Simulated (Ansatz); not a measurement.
Start from `CN([SiH3])B[SiH3]` and change one atom or group to get `[SiH3]BN[SiH3]`.

Ansatz, PBE0-D4/def2-TZVP geometries, multiplicity 1. Each molecule was computed in one conformer, which needn't be the lowest.

```csv
property,`CN([SiH3])B[SiH3]`
HOMO–LUMO gap (PBE/def2-TZVPP) / eV,4.74
HOMO energy (PBE0/def2-TZVPP) / eV,-7.78
HOMO–LUMO gap (B3LYP/def2-TZVPP) / eV,6.50
HOMO energy (ωB97M-V/def2-TZVPP) / eV,-9.94
size of the dipole moment (ωB97M-V/def2-TZVPP) / D,2.38
LUMO energy (PBE0/def2-TZVPP) / eV,-0.91
```

(1) Give the same properties after the change, and the shifts. (Estimate.)

## Answers

(1) The calculation gave: 
| property | `[SiH3]BN[SiH3]` | shift |
| --- | --- | --- |
| HOMO–LUMO gap (PBE/def2-TZVPP) / eV | 4.74 | 0.00 |
| HOMO energy (PBE0/def2-TZVPP) / eV | -7.88 | -0.10 |
| HOMO–LUMO gap (B3LYP/def2-TZVPP) / eV | 6.53 | 0.03 |
| HOMO energy (ωB97M-V/def2-TZVPP) / eV | -10.05 | -0.11 |
| size of the dipole moment (ωB97M-V/def2-TZVPP) / D | 2.02 | -0.36 |
| LUMO energy (PBE0/def2-TZVPP) / eV | -1.00 | -0.09 |

Dipoles are sizes alone; their direction can turn.

B3LYP here is the variant with VWN-RPA as its local correlation; programs differ in this.
